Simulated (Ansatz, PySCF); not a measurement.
CH₅BrGeO, singlet, geometry from GFN2-xTB. Base run: CASSCF(2,4)/STO-3G in PySCF.

The PySCF input:
```python
from pyscf import gto, scf, mcscf
import numpy

mol = gto.Mole()
mol.atom = '''
    Ge    0.24000316   -0.64438944    0.66206643
    Br    0.71467650    1.10464555   -0.71119700
    O    -1.28672712   -1.31931992    0.17908214
    C    -2.53190976   -0.67332330   -0.00470692
    H     1.15662723   -1.79935645    0.40846963
    H     0.22906086   -0.09049872    2.07286525
    H    -2.43543732    0.20991897   -0.64236325
    H    -2.96621520   -0.37536333    0.95191773
    H    -3.19253886   -1.39233327   -0.48953549
'''
mol.basis = 'sto-3g'
mol.verbose = 3
mol.build()

mf = scf.RHF(mol)
mf.kernel()
mc = mcscf.CASSCF(mf, 4, 2)
mc.fix_spin_(ss=0.0)
mc.kernel()
occ = numpy.linalg.eigvalsh(mc.fcisolver.make_rdm1(mc.ci, mc.ncas, mc.nelecas))[::-1]
ss = mc.fcisolver.spin_square(mc.ci, mc.ncas, mc.nelecas)[0]
print('natural occupations', occ.round(4), ' <S^2>', round(ss, 4))
```

Programs used: Ansatz (an electronic-structure program), PySCF; a row that names a program was run with it.

Variants of this job, named by their change:

| change | ΔE vs base (mEh) | natural occupations | <S^2> of the state |
|---|---|---|---|
| base | 0.000 | 1.98 0.02 0.00 0.00 | 0.00 |
| orbitals = fixed (CASCI) | 13.691 | 2.00 0.00 0.00 0.00 | 0.00 |
| active space = 8 electrons, 6 orbitals | -29.064 | 2.00 2.00 1.98 1.98 0.03 0.02 | 0.00 |
| code = ansatz; correction = SC-NEVPT2, all electrons | -116.2 | - | - |
| correction = SC-NEVPT2 | -114.9 | 1.98 0.02 0.00 0.00 | 0.00 |
| fix_spin_ = off | 0.000 | 1.98 0.02 0.00 0.00 | 0.00 |
| code = ansatz | -5.035 | - | - |
| active space = 2 electrons, 3 orbitals | 0.035 | 1.98 0.02 0.00 | 0.00 |
| state_average = 2 states | 19.467 | - | - |
| conv_tol = 1e-5 | 0.022 | 1.98 0.02 0.00 0.00 | 0.00 |
| start = MP2 natural orbitals | -5.048 | 1.98 0.02 0.00 0.00 | 0.00 |

Active orbitals are taken around the Fermi level unless the row says otherwise; CASSCF can end in different local minima, and two programs can end on different orbitals. State-averaged rows give the lowest state.

Ansatz warned in this series: the state or the total is in doubt.
